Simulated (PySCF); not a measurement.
All values below come from PySCF 2.14.0 with PBE-D3(BJ)/def2-TZVP // r2SCAN-D4/def2-SVP. All species are isolated molecules in the gas phase. One relaxed conformer stands for a flexible species; it need not be the lowest. 

Reference species (SMILES): `C[O][Ge]([SiH3])([SiH3])[SiH3]` (C–O–Ge–Si torsion 59°) (neutral, multiplicity 1).

* **S1 oscillator strength**: 0.003
* **LUMO**: -1.67 eV

Changed species: `[Ge]([SiH3])([SiH3])([O]C)[O]C` (C–O–Ge–Si torsion 178°, Si–Ge–O–C torsion 47°) (2 of 4 OCH3 replaced by SiH3; the reference has 3 of 4 OCH3 replaced by SiH3).

Q: What does the change do to the S1 oscillator strength and LUMO?

A: the S1 oscillator strength is nearly the same; the LUMO increases by 0.35 eV, to -1.32 eV.
